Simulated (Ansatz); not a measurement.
Reaction (hydrogenolysis of the Al–O bond): `[OH][Al]([GaH2])[CH2]F` + H₂ → `F[CH2][AlH][GaH2]` + H₂O

Isolated molecules relaxed with PBE0-D4/def2-TZVP in Ansatz; ΔE leaves out vibrations. CCSD(T)/CBS is the MP2 limit (def2-TZVPP, def2-QZVPP) plus CCSD(T) − MP2 in def2-TZVPP, frozen cores. This one scheme is used for every species. DFT in def2-TZVPP. HSE06 is defined as in plane-wave codes. For Ga outer-core shells are correlated without core-valence functions, which leaves a few kJ/mol of doubt a bond. Scalar relativity is left out up to krypton. One conformer a species, not always the lowest.

CCSD(T)/CBS gives +122.6 kJ/mol.

**Question.** Another level gave +123.7 kJ/mol. Which?
A. HF/def2-TZVPP
B. CAM-B3LYP/def2-TZVPP
C. HSE06-D4/def2-TZVPP
D. MP2/def2-TZVPP

**Answer.** B. CAM-B3LYP 123.7, HF/def2-TZVPP 110.6, MP2/def2-TZVPP 131.2, HSE06-D4 115.0 kJ/mol.

Largest T1 diagnostic among the species: 0.013.

In def2-TZVPP, CCSD(T) changes the Hartree–Fock value by +12.1 kJ/mol (the triples alone add +3.1 kJ/mol) and MP2 by +20.5 kJ/mol. The D4 term adds +3.9 kJ/mol with B3LYP and +2.2 kJ/mol with PBE0; it sums over pairs of atoms, weighted by their polarisabilities, and B3LYP, whose exchange is more repulsive, gets the larger term. From r2SCAN to r2SCAN0 (25 % exact exchange), in def2-TZVPP and without D4, ΔE moves by −4.8 kJ/mol.

CCSD(T)/CBS has its own doubt, a few kJ/mol and more with outer-core shells, so smaller differences from it don't rank the levels.

B3LYP here is the variant with VWN-RPA as its local correlation; programs differ in this.
